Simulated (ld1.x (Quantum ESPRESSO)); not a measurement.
**PBEsol ultrasoft dataset for Zn (Z = 30), scalar-relativistic all-electron reference.**

The input file (ld1.x (Quantum ESPRESSO) 7.5):

```
&input
   title='Zn', zed=30., rel=1, dft='PBESOL', iswitch=3,
   config='[Ar] 3d10 4s1.75 4p0.25',
   nld=3, rlderiv=1.20, eminld=-12.0, emaxld=5.0, deld=0.04
 /
 &inputp
   pseudotype=3, tm=.true., lloc=-2, rcloc=0.80,
   nlcc=.true., new_core_ps=.true., rcore=0.95,
   file_pseudopw='Zn.UPF', file_wfcaegen='ae.wfc', file_wfcncgen='nc.wfc', file_beta='beta', file_chi='chi', file_wfcusgen='us.wfc'
 /
6
3S  1  0   2.00   0.00  0.95  1.10  0.0
4S  2  0   1.75   0.00  0.95  1.10  0.0
3P  2  1   6.00   0.00  1.00  1.05  0.0
4P  3  1   0.25   0.00  1.00  1.05  0.0
3D  3  2  10.00   0.00  0.95  1.05  0.0
3D  3  2   0.00   0.15  0.95  1.05  0.0
 &test
   configts(1)='3s2 3p6 3d10 4s1.75 4p0.25'
 /
```

Command:

```bash
ld1.x < Zn.in > Zn.out
```

The program printed (shortened: banner, matrices, multipoles, cross overlaps and the repeated all-electron block are left out):

```
Program LD1 v.7.5
     --------------------------- All-electron run ----------------------------

     Zn
     scalar relativistic calculation

     atomic number is 30.00
     dft =PBESOL   lsd =0 sic =0 latt =0  beta=0.20 tr2=1.0E-14
     Exchange-correlation= PBESOL
                           (   1   4  10   8   0   0   0)
     mesh =1201 r(mesh) =  99.36527 a.u. xmin = -7.00 dx = 0.01250
     1 Ry =  13.60569312 eV, c = 137.03599908

     n l     nl                  e(Ry)          e(Ha)          e(eV)
     1 0     1S 1( 2.00)      -699.5494      -349.7747     -9517.8550
     2 0     2S 1( 2.00)       -85.1012       -42.5506     -1157.8606
     2 1     2P 1( 6.00)       -73.7963       -36.8981     -1004.0497
     3 0     3S 1( 2.00)        -9.5207        -4.7603      -129.5353
     3 1     3P 1( 6.00)        -6.1643        -3.0822       -83.8700
     3 2     3D 1(10.00)        -0.7917        -0.3958       -10.7711
     4 0     4S 1( 1.75)        -0.4704        -0.2352        -6.3995
     4 1     4P 1( 0.25)        -0.1009        -0.0505        -1.3731

     final scf error:  2.7E-15 reached in  27 iterations

     Etot =   -3589.112046 Ry,   -1794.556023 Ha,  -48832.357082 eV

     Ekin =    3645.880129 Ry,    1822.940065 Ha,   49604.726202 eV
     Encl =   -8650.708979 Ry,   -4325.354489 Ha, -117698.891659 eV
     Eh   =    1555.813905 Ry,     777.906952 Ha,   21167.926544 eV
     Exc  =    -140.097101 Ry,     -70.048551 Ha,   -1906.118169 eV

     normalization and overlap integrals

     s(1S/1S) =  1.000000  <r> =   0.0503  <r2> =    0.0034  r(max) =   0.0329
     s(2S/2S) =  1.000000  <r> =   0.2264  <r2> =    0.0604  r(max) =   0.1894
     s(2P/2P) =  1.000000  <r> =   0.1984  <r2> =    0.0483  r(max) =   0.1513
     s(3S/3S) =  1.000000  <r> =   0.6816  <r2> =    0.5371  r(max) =   0.5908
     s(3P/3P) =  1.000000  <r> =   0.7138  <r2> =    0.6024  r(max) =   0.5908
     s(3D/3D) =  1.000000  <r> =   0.9096  <r2> =    1.1249  r(max) =   0.5620
     s(4S/4S) =  1.000000  <r> =   2.6186  <r2> =    8.0464  r(max) =   2.0882
     s(4P/4P) =  1.000000  <r> =   4.2144  <r2> =   22.0127  r(max) =   3.0006

     ------------------------ End of All-electron run ------------------------

     --------------------- Generating US pseudopotential ---------------------

      Generating local potential from pseudized AE potential:
      Matching radius rcloc =   0.8000
      Enforcing V''(0)=0 (lloc=-2)

      Local pseudo, rcloc= 0.798 Estimated cut-off energy=    49.46 Ry

      Computing core charge for nlcc:

       r > 0.95 : true rho core
      Core charge pseudized with two Bessel functions
      Integrated core pseudo-charge :   0.02

      Wfc   3S  rcut= 0.950  Using Troullier-Martins method
      Wfc-us  3S rcutus= 1.104  Estimated cut-off energy=    44.14 Ry

      Wfc   4S  rcut= 0.950  Using Troullier-Martins method
      Wfc-us  4S rcutus= 1.104  Estimated cut-off energy=    89.50 Ry

      Wfc   3P  rcut= 0.999  Using Troullier-Martins method
      Wfc-us  3P rcutus= 1.050  Estimated cut-off energy=    75.02 Ry

      Wfc   4P  rcut= 0.999  Using Troullier-Martins method
      Wfc-us  4P rcutus= 1.050  Estimated cut-off energy=   132.67 Ry

      Wfc   3D  rcut= 0.950  Using Troullier-Martins method
      Wfc-us  3D rcutus= 1.050  Estimated cut-off energy=   104.38 Ry

      Wfc   3D  rcut= 0.950  Using Troullier-Martins method
      Wfc-us  3D rcutus= 1.050  Estimated cut-off energy=   110.33 Ry

     ------------------- End of pseudopotential generation -------------------

     Computing logarithmic derivative in   1.19730
     Computing logarithmic derivative in   1.19730
     Computing the partial wave expansion
     R is outside the sphere for l=    0 j= 0.00
     R is outside the sphere for l=    0 j= 0.00
     R is outside the sphere for l=    1 j= 0.00
     R is outside the sphere for l=    1 j= 0.00
     R is outside the sphere for l=    2 j= 0.00
     R is outside the sphere for l=    2 j= 0.00

     ---------------------- Testing the pseudopotential ----------------------

     Zn
     scalar relativistic calculation

     atomic number is 30.00   valence charge is 20.00
     dft =PBESOL   lsd =0 sic =0 latt =0  beta=0.20 tr2=1.0E-14
     mesh =1201 r(mesh) =  99.36527 xmin = -7.00 dx = 0.01250

     n l     nl             e AE (Ry)        e PS (Ry)    De AE-PS (Ry)
     1 0     3S   1( 2.00)       -9.52067       -9.67479        0.15412  !
     2 1     3P   1( 6.00)       -6.16433       -6.31943        0.15510  !
     3 2     3D   1(10.00)       -0.79166       -0.94246        0.15080  !
     2 0     4S   1( 1.75)       -0.47036       -0.38271       -0.08765  !
     3 1     4P   1( 0.25)       -0.10092       -0.11521        0.01429  !

     eps = 5.8E-15  iter = 42

     Etot =   -3589.112046 Ry,   -1794.556023 Ha,  -48832.357082 eV
     Etotps =  -451.178983 Ry,    -225.589491 Ha,   -6138.602782 eV

     Ekin =     159.416344 Ry,      79.708172 Ha,    2168.969853 eV
     Encl =   -1007.672639 Ry,    -503.836320 Ha,  -13710.084695 eV
     Ehrt =     396.475753 Ry,     198.237876 Ha,    5394.327421 eV
     Ecxc =     -40.871025 Ry,     -20.435513 Ha,    -556.078630 eV
     (Ecc =      -0.007457 Ry,      -0.003729 Ha,      -0.101463 eV)
     Epseu=      41.472585 Ry,      20.736293 Ha,     564.263269 eV

     ---------------------- End of pseudopotential test ----------------------
```

Generation and configuration tests took about 4.5 s on one core of a shared server CPU.

Transferability test of the new file with ld1.x, input:

```
&input
   title='Zn', zed=30., rel=1, dft='PBESOL', iswitch=2,
   config='[Ar] 3d10 4s1.75 4p0.25'
 /
 &test
   file_pseudo='Zn.UPF', nconf=8,
   configts(1)='3s2 3p6 3d10 4s1.75 4p0.25',
   configts(2)='3s2 3p6 3d10 4s2 4p0',
   configts(3)='3s2 3p6 3d10 4s1 4p0',
   configts(4)='3s2 3p6 3d10 4s0 4p0',
   configts(5)='3s1 3p6 3d10 4s2 4p0',
   configts(6)='3s2 3p6 3d9 4s0 4p0',
   configts(7)='3s2 3p6 3d10 4s1 4p1',
   configts(8)='3s2 3p6 3d10 4s0 4p2'
 /
```

```bash
ld1.x < Zn.test.in > Zn.test.out
```

Pseudopotential blocks of its output, shortened (energy terms left out; the distinct warnings before each block abridged to one line each):

```
     ---------------------- Testing the pseudopotential ----------------------

     n l     nl             e AE (Ry)        e PS (Ry)    De AE-PS (Ry)
     1 0     3S   1( 2.00)       -9.52067       -9.67479        0.15412  !
     2 1     3P   1( 6.00)       -6.16433       -6.31943        0.15510  !
     3 2     3D   1(10.00)       -0.79166       -0.94246        0.15080  !
     2 0     4S   1( 1.75)       -0.47036       -0.38271       -0.08765  !
     3 1     4P   1( 0.25)       -0.10092       -0.11521        0.01429  !

     eps = 9.4E-15  iter = 37

     Etot =   -3589.112046 Ry,   -1794.556023 Ha,  -48832.357082 eV
     Etotps =  -451.178983 Ry,    -225.589491 Ha,   -6138.602781 eV

     ---------------------- End of pseudopotential test ----------------------

          ---------------------- Testing the pseudopotential ----------------------

     n l     nl             e AE (Ry)        e PS (Ry)    De AE-PS (Ry)
     1 0     3S   1( 2.00)       -9.47565       -9.63993        0.16428  !
     2 1     3P   1( 6.00)       -6.11918       -6.28459        0.16541  !
     3 2     3D   1(10.00)       -0.74737       -0.90825        0.16088  !
     2 0     4S   1( 2.00)       -0.44082       -0.36343       -0.07739  !
     3 1     4P   1( 0.00)       -0.07904       -0.09945        0.02042  !

     eps = 5.0E-15  iter = 36

     Etot =   -3589.203378 Ry,   -1794.601689 Ha,  -48833.599715 eV
     Etotps =  -451.245405 Ry,    -225.622702 Ha,   -6139.506503 eV
     dEtot_ae =      -0.091332 Ry
     dEtot_ps =      -0.066422 Ry,   Delta E=      -0.024910 Ry

     ---------------------- End of pseudopotential test ----------------------

          ---------------------- Testing the pseudopotential ----------------------

     n l     nl             e AE (Ry)        e PS (Ry)    De AE-PS (Ry)
     1 0     3S   1( 2.00)      -10.18654      -10.27361        0.08708  !
     2 1     3P   1( 6.00)       -6.83114       -6.91879        0.08765  !
     3 2     3D   1(10.00)       -1.45468       -1.53957        0.08489  !
     2 0     4S   1( 1.00)       -1.02785       -0.85964       -0.16821  !
     3 1     4P   1( 0.00)       -0.56657       -0.52947       -0.03711  !

     eps = 3.5E-15  iter = 26

     Etot =   -3588.475779 Ry,   -1794.237890 Ha,  -48823.700231 eV
     Etotps =  -450.638632 Ry,    -225.319316 Ha,   -6131.250932 eV
     dEtot_ae =       0.636267 Ry
     dEtot_ps =       0.540351 Ry,   Delta E=       0.095916 Ry

     ---------------------- End of pseudopotential test ----------------------

          Warning: convergence not achieved
     ---------------------- Testing the pseudopotential ----------------------

     n l     nl             e AE (Ry)        e PS (Ry)    De AE-PS (Ry)
     1 0     3S   1( 2.00)      -11.00698      -11.00939        0.00241
     2 1     3P   1( 6.00)       -7.65251       -7.65773        0.00522  !
     3 2     3D   1(10.00)       -2.26633       -2.27102        0.00468
     2 0     4S   1( 0.00)       -1.67795       -1.31928       -0.35867  !
     3 1     4P   1( 0.00)       -1.13417       -0.98771       -0.14646  !

     eps = 1.9E-11  iter =201

     Etot =   -3587.127202 Ry,   -1793.563601 Ha,  -48805.351898 eV
     Etotps =  -449.525541 Ry,    -224.762771 Ha,   -6116.106563 eV
     dEtot_ae =       1.984844 Ry
     dEtot_ps =       1.653442 Ry,   Delta E=       0.331403 Ry

     ---------------------- End of pseudopotential test ----------------------

          ---------------------- Testing the pseudopotential ----------------------

     n l     nl             e AE (Ry)        e PS (Ry)    De AE-PS (Ry)
     1 0     3S   1( 1.00)      -10.82618      -11.01630        0.19012  !
     2 1     3P   1( 6.00)       -7.45554       -7.64230        0.18676  !
     3 2     3D   1(10.00)       -2.00802       -2.19279        0.18477  !
     2 0     4S   1( 2.00)       -1.17703       -1.02158       -0.15545  !
     3 1     4P   1( 0.00)       -0.66112       -0.63281       -0.02830  !

     eps = 1.3E-15  iter = 32

     Etot =   -3579.079219 Ry,   -1789.539609 Ha,  -48695.853513 eV
     Etotps =  -440.942316 Ry,    -220.471158 Ha,   -5999.325835 eV
     dEtot_ae =      10.032827 Ry
     dEtot_ps =      10.236667 Ry,   Delta E=      -0.203839 Ry

     ---------------------- End of pseudopotential test ----------------------

          Warning: convergence not achieved
     ---------------------- Testing the pseudopotential ----------------------

     n l     nl             e AE (Ry)        e PS (Ry)    De AE-PS (Ry)
     1 0     3S   1( 2.00)      -12.54750      -12.55843        0.01093  !
     2 1     3P   1( 6.00)       -9.17772       -9.19002        0.01229  !
     3 2     3D   1( 9.00)       -3.72556       -3.73536        0.00980  !
     2 0     4S   1( 0.00)       -2.59338       -2.15644       -0.43694  !
     3 1     4P   1( 0.00)       -1.93722       -1.70749       -0.22973  !

     eps = 9.0E-11  iter =201

     Etot =   -3584.149866 Ry,   -1792.074933 Ha,  -48764.843178 eV
     Etotps =  -446.540843 Ry,    -223.270422 Ha,   -6075.497683 eV
     dEtot_ae =       4.962180 Ry
     dEtot_ps =       4.638139 Ry,   Delta E=       0.324041 Ry

     ---------------------- End of pseudopotential test ----------------------

          ---------------------- Testing the pseudopotential ----------------------

     n l     nl             e AE (Ry)        e PS (Ry)    De AE-PS (Ry)
     1 0     3S   1( 2.00)       -9.64002       -9.77209        0.13207  !
     2 1     3P   1( 6.00)       -6.28402       -6.41674        0.13272  !
     3 2     3D   1(10.00)       -0.90851       -1.03768        0.12917  !
     2 0     4S   1( 1.00)       -0.54469       -0.43216       -0.11253  !
     3 1     4P   1( 1.00)       -0.15388       -0.15585        0.00197

     eps = 7.6E-15  iter = 36

     Etot =   -3588.826618 Ry,   -1794.413309 Ha,  -48828.473630 eV
     Etotps =  -450.974787 Ry,    -225.487394 Ha,   -6135.824564 eV
     dEtot_ae =       0.285428 Ry
     dEtot_ps =       0.204195 Ry,   Delta E=       0.081233 Ry

     ---------------------- End of pseudopotential test ----------------------

          Warning: convergence not achieved
     ---------------------- Testing the pseudopotential ----------------------

     n l     nl             e AE (Ry)        e PS (Ry)    De AE-PS (Ry)
     1 0     3S   1( 2.00)       -9.77825       -9.89212        0.11387  !
     2 1     3P   1( 6.00)       -6.42258       -6.53759        0.11501  !
     3 2     3D   1(10.00)       -1.04286       -1.15504        0.11218  !
     2 0     4S   1( 0.00)       -0.62447       -0.47549       -0.14898  !
     3 1     4P   1( 2.00)       -0.21070       -0.19954       -0.01117  !

     eps = 3.0E-12  iter =201

     Etot =   -3588.424042 Ry,   -1794.212021 Ha,  -48822.996307 eV
     Etotps =  -450.696415 Ry,    -225.348207 Ha,   -6132.037111 eV
     dEtot_ae =       0.688004 Ry
     dEtot_ps =       0.482568 Ry,   Delta E=       0.205436 Ry

     ---------------------- End of pseudopotential test ----------------------
```
